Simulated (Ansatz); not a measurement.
One change: `BBCC` becomes `CCBNC`.

Ansatz, PBE0-D4/def2-TZVP geometries, multiplicity 1. Each molecule was computed in one conformer, which needn't be the lowest.

| property | `BBCC` |
| --- | --- |
| HOMO energy (PBE0/def2-TZVPP) / eV | -7.97 |
| LUMO energy (ωB97M-V/def2-TZVPP) / eV | 0.37 |
| HOMO–LUMO gap (PBE/def2-TZVPP) / eV | 4.09 |
| HOMO–LUMO gap (B3LYP/def2-TZVPP) / eV | 6.03 |
| size of the dipole moment (B3LYP/def2-TZVPP) / D | 0.74 |
| LUMO energy (PBE/def2-TZVPP) / eV | -2.55 |

Problem. What does the change do to each property? (An estimate is asked.)

Solution. Computed: 
| property | `CCBNC` | shift |
| --- | --- | --- |
| HOMO energy (PBE0/def2-TZVPP) / eV | -7.57 | 0.40 |
| LUMO energy (ωB97M-V/def2-TZVPP) / eV | 2.32 | 1.95 |
| HOMO–LUMO gap (PBE/def2-TZVPP) / eV | 6.12 | 2.03 |
| HOMO–LUMO gap (B3LYP/def2-TZVPP) / eV | 7.92 | 1.89 |
| size of the dipole moment (B3LYP/def2-TZVPP) / D | 1.47 | 0.73 |
| LUMO energy (PBE/def2-TZVPP) / eV | -0.15 | 2.40 |

With PBE0 the HOMO rises by 0.40 eV and the LUMO rises by 2.35 eV, so the gap widens by about 1.95 eV. PBE moves the HOMO by 0.37 eV and ωB97M-V by 0.34 eV. Dipoles are sizes alone; their direction can turn.

B3LYP here is the variant with VWN-RPA as its local correlation; programs differ in this.
